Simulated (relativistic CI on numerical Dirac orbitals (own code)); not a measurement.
## Tc3+: 4p photoemission

Computed with this model: Dirac-Coulomb-Breit CI, KLI orbitals optimised for each configuration, model QED, valence Slater integrals scaled by 0.7, multiplet model of photoemission in the sudden approximation; configurations [Kr] 4d4 → [Ar] 3d10 4s2 4p5 4d4; 300 K; Lorentzian 0.84 eV and Gaussian 0.6 eV FWHM. Energies are those of the free ion, without screening or charge transfer. The energies are binding energies and can lie tens of eV above those of solids. S is read from ⟨S²⟩ = S(S + 1).

Field parameters in Wybourne normalisation: Td as Oh with Dq negative (B⁴₀ = 21Dq, B⁴₄ = √(5/14) B⁴₀). The field is a parameter set, without covalency.

free ion: ground-state S = 1.98, centroid 84.33 eV. Peaks (eV, height): 79.8 (100), 82.0 (76), 82.9 (69), 89.9 (20), 94.6 (43).

Td, 10Dq = -2650 cm⁻¹: ground-state S = 1.98, centroid 84.33 eV. Peaks (eV, height): 79.8 (100), 81.9 (79), 82.9 (68), 90.1 (20), 94.7 (43).

Td, 10Dq = -7350 cm⁻¹: ground-state S = 1.96, centroid 84.34 eV. Peaks (eV, height): 79.9 (100), 81.8 (77), 82.9 (67), 90.4 (20), 94.8 (39).

Td, 10Dq = -12000 cm⁻¹: ground-state S = 0.37, centroid 84.50 eV. Peaks (eV, height): 81.6 (100), 83.9 (34), 90.1 (10), 93.7 (11).

Td, 10Dq = -16700 cm⁻¹: ground-state S = 0.09, centroid 84.53 eV. Peaks (eV, height): 81.9 (100), 84.8 (31), 90.8 (8), 91.5 (8), 94.2 (7).

Strongest unbroadened transitions for Td, 10Dq = -7350 cm⁻¹:

```
Energy (eV)  Relative strength
      79.43               18.7
      79.48               31.4
      79.50               43.1
      79.51               17.8
      79.53               38.4
      79.88               36.8
      79.94               29.3
      79.97               91.1
      80.11              100.0
      80.22               36.1
      81.22               27.7
      81.50               30.4
      81.68               27.7
      81.99               22.0
      82.99               19.8
      83.07               42.4
      94.79               21.8
      94.98               29.3
```
